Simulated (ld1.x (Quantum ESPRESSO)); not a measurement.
# What one change does to a pseudopotential (I, PAW)

I, PAW, made with ld1.x (Quantum ESPRESSO) 7.5 (PBEsol, scalar-relativistic). Core [Ar] 3d10, reference 4s2 4p6 4d10 5s2 5p4 (charge +1). Waves: 4s (bound): rcut 1.30, rcutus 1.50 bohr; 5s (bound): rcut 1.30, rcutus 1.50 bohr; 4p (bound): rcut 1.30, rcutus 1.40 bohr; 5p (bound): rcut 1.30, rcutus 1.40 bohr; 4d (bound): rcut 0.90, rcutus 1.10 bohr; 4d channel at -3.85 Ry: rcut 0.90, rcutus 1.10 bohr. Local part: all-electron potential smoothed inside 1.45 bohr (lloc = -1). Core correction: Bessel-smoothed model core inside 0.95 bohr. Augmentation charge: BESSEL, radius 0.95 bohr.

All-electron outer shells of the reference configuration (PBEsol, scalar-relativistic, ld1.x):

```json
{"shell": "3d", "level (eV)": "-615.53", "outermost node (bohr)": "–", "outermost maximum (bohr)": "0.23"}
{"shell": "4s", "level (eV)": "-189.91", "outermost node (bohr)": "0.37", "outermost maximum (bohr)": "0.68"}
{"shell": "4p", "level (eV)": "-136.95", "outermost node (bohr)": "0.37", "outermost maximum (bohr)": "0.72"}
{"shell": "4d", "level (eV)": "-59.75", "outermost node (bohr)": "0.35", "outermost maximum (bohr)": "0.78"}
{"shell": "5s", "level (eV)": "-26.31", "outermost node (bohr)": "0.88", "outermost maximum (bohr)": "1.70"}
{"shell": "5p", "level (eV)": "-15.38", "outermost node (bohr)": "0.96", "outermost maximum (bohr)": "1.97"}
```

Change: waves 4p (bound): rcut 0.86, rcutus 0.92 bohr; 5p (bound): rcut 0.86, rcutus 0.92 bohr.

Cutoffs: the cutoffs (Ry, on a coarse ladder) from which the occupation-weighted sum of valence levels, in a spherical-Bessel basis at the reference potential, stays within 10 and 1 mRy of its value at 400 Ry; they do not see the model core or the augmentation charge, which bear on the density cutoff. Errors are all-electron minus pseudo energies relative to the spin-unpolarised reference configuration.

How do hardness, ghosts and transferability respond?

The potential gets neither clearly harder nor softer (140 Ry and 230 Ry → 140 Ry and 230 Ry); the number of tests with a reliable result goes from 7 to 5 (the test run of the changed file stopped, so its transferability is not established); of the 5 tests that both files solve, the error grows in 2 and shrinks in 2 by more than 15 % and 0.3 meV (median size 3.6 → 3.9 meV); the range in which the p phases agree widens (upper end 0.8 → at the end of the scan); neither file shows a bound ghost.

| quantity | base | changed |
| --- | --- | --- |
| cutoff, loose | 140 Ry | 140 Ry |
| cutoff, tight | 230 Ry | 230 Ry |
| loose cutoff by channel (10 mRy a level) | s 25 Ry, p 70 Ry, d 80 Ry | s 25 Ry, p 80 Ry, d 80 Ry |
| bound ghosts | none | none |
| tests with a reliable result | 7 of 7 | 5 of 7 (the test run stopped) |
| error for 4s2 4p6 4d10 5s2 5p5, meV [ΔE -11.15 eV] | +3.6 | +2.7 |
| error for 4s2 4p6 4d10 5s2 5p3, meV [ΔE 19.88 eV] | -3.6 | -3.9 |
| error for 4s2 4p6 4d10 5s2 5p2, meV [ΔE 49.27 eV] | -5.4 | -7.3 |
| error for 4s2 4p6 4d10 5s2 5p1, meV [ΔE 88.76 eV] | -3.1 | -7.6 |
| error for 4s2 4p6 4d10 5s2 5p5.3, meV [ΔE -12.94 eV] | +4.4 | +3.2 |
| s: phases at 1.65 bohr within 0.05 rad from the reference energy up to (Ry; the scan ends near 5) | 2.6 | 2.6 |
| p: phases at 1.65 bohr within 0.05 rad from the reference energy up to (Ry; the scan ends near 5) | 0.8 | to the end of the scan |
| d: phases at 1.65 bohr within 0.05 rad from the reference energy up to (Ry; the scan ends near 5) | to the end of the scan | to the end of the scan |
| lowest overlap eigenvalue by channel | s 0.59, p 0.06, d 0.87 | s 0.59, p 0.60, d 0.87 |

Changed file: ld1.x printed “convergence not achieved” for 3 of the counted tests; their residual had stalled under 1e-8, short of the target of 1e-14.
